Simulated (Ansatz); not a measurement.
Reaction (formal exchange of groups at a C–Sn bond): `N#[C][Sn]([C]#N)([C]#N)[C]#N` + `COC(C)C` → `COC(C)(C)C#N` + `N#[C][SnH]([C]#N)[C]#N`

Program: Ansatz. Geometries: PBE0-D4/def2-TZVP. ΔE: electronic, gas phase. CBS: MP2 limit from def2 TZ/QZ plus the TZ coupled-cluster correction, frozen cores. DFT in def2-TZVPP. def2 core potentials past Kr. For Sn outer-core shells are correlated without core-valence functions, which leaves a few kJ/mol of doubt a bond. Each species was taken in one conformer, which may not be the lowest.

Question: Is it downhill or uphill in electronic energy at CCSD(T)/CBS, and by how much? (Best estimate.)

Answer: The calculation gave: Nearly level: ΔE = 0.00 eV.

Question: What do these levels give: PBE0-D4, r2SCANh-D4, BHLYP-D4, PBE, r2SCAN, r2SCANh, RPA@PBE/def2-TZVPP, HF/def2-SVP, MP2/def2-QZVPP, SCS-MP2/def2-QZVPP, MP2/CBS(def2), CCSD/CBS(def2)? (Best estimate.)

Answer: The calculation gave: PBE0-D4 -0.13, r2SCANh-D4 -0.14, BHLYP-D4 -0.09, PBE -0.09, r2SCAN -0.12, r2SCANh -0.13, RPA@PBE/def2-TZVPP 0.02, HF/def2-SVP -0.12, MP2/def2-QZVPP -0.02, SCS-MP2/def2-QZVPP 0.02, MP2/CBS(def2) -0.01, CCSD/CBS(def2) 0.00 eV.

Largest T1 diagnostic among the species: 0.015.

Leaving LDA and LC-ωPBE aside and taking each functional with its dispersion term where it has one, the values, not all of them listed here, spread over 0.12 eV, from r2SCAN0-D4 to B2PLYP. LDA lies −0.22 eV from PBE without D4. The D4 term adds −0.04 eV with B3LYP and −0.02 eV with PBE0; it sums over pairs of atoms, weighted by their polarisabilities, and B3LYP, whose exchange is more repulsive, gets the larger term.

B3LYP here is the variant with VWN-RPA as its local correlation; programs differ in this.
